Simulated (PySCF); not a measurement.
CH6MoN2OS, SMILES [O](C)[Mo]([SH])(=[NH])=[NH], multiplicity 1. Geometry optimised at PBE-D3(BJ)/def2-SVP. The spin state was assumed, not searched. The def2 effective core potentials stand for the cores of Mo; spin–orbit coupling is left out. Other conformers were not sampled.

Computed equilibrium geometry at PBE-D3(BJ)/def2-SVP (PySCF confirms it by a frequency run) as Cartesian coordinates in Å (one conformer of several):
```xyz
12

Mo    -0.0606    -0.2051    -0.1599
N     -0.7510    -1.8051    -0.1516
H     -1.0420    -2.7344    -0.4737
N      0.5549     0.2287    -1.7369
H      0.7082     0.0424    -2.7360
O      1.3384    -0.0704     1.0944
C      2.7249     0.1574     1.0806
H      3.2772    -0.7967     1.2333
H      3.0598     0.6153     0.1227
H      2.9902     0.8454     1.9128
S     -1.9241     1.1864     0.3025
H     -1.3482     2.3149    -0.2056
```
Charge 0, spin multiplicity 1.
